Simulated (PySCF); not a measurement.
**Polarisability and C₆ of Ga (gallium, neutral)**

[Ar] 3d10 4s2 4p1, 2P determinant. Calculation: PySCF 2.14, in aug-cc-pVQZ-PP with one added diffuse shell each of s, p, d, f, g type with ECP10MDF (8s7p6d4f3g, 114 functions); a scalar-relativistic core potential. Coupled (time-dependent) response in atomic units; α is the mean over directions.

```
method  mean α (bohr³)         α xx, yy, zz  C₆ (like pair)  S(−4)
   UHF           57.43  45.51, 81.28, 45.51           501.8   2010
   PBE           64.97  47.42, 100.1, 47.42           545.5   3670
  PBE0           59.93  45.33, 89.13, 45.33           506.3   2690
 TPSSh           59.65  45.26, 88.43, 45.26           510.7   2587
```

S(−4) is the Cauchy moment in α(ω) = α(0) + S(−4) ω² + …

Reference α: 50 ± 3 bohr³ (recommended; Schwerdtfeger and Nagle, table of static dipole polarizabilities (2023 update)). Published C₆: 498.0 (Chu and Dalgarno (2004); Tang, Norbeck and Certain (1976)).

Spin-orbit coupling is absent.

α(iu) at PBE0:

```
u (hartree)  α(iu) (bohr³)
          0          59.93
     0.0500          54.23
      0.100          43.84
      0.200          27.86
      0.300          18.66
      0.500          9.824
      0.750          5.499
       1.00          3.588
       1.50          1.958
       2.00          1.271
       3.00         0.6788
       5.00         0.2902
```

A single London oscillator, α(iu) = α/(1 + u²/ω²), gives C₆ = (3/4) ω α². Matching the computed C₆ needs ω = 4 × 506.3 / (3 × 59.93²) = 0.188 hartree.

The components differ because the open shell of this determinant is not spherical; for a pure term their mean is the scalar polarisability.

Energies and moments cover only the electrons outside the core potential.
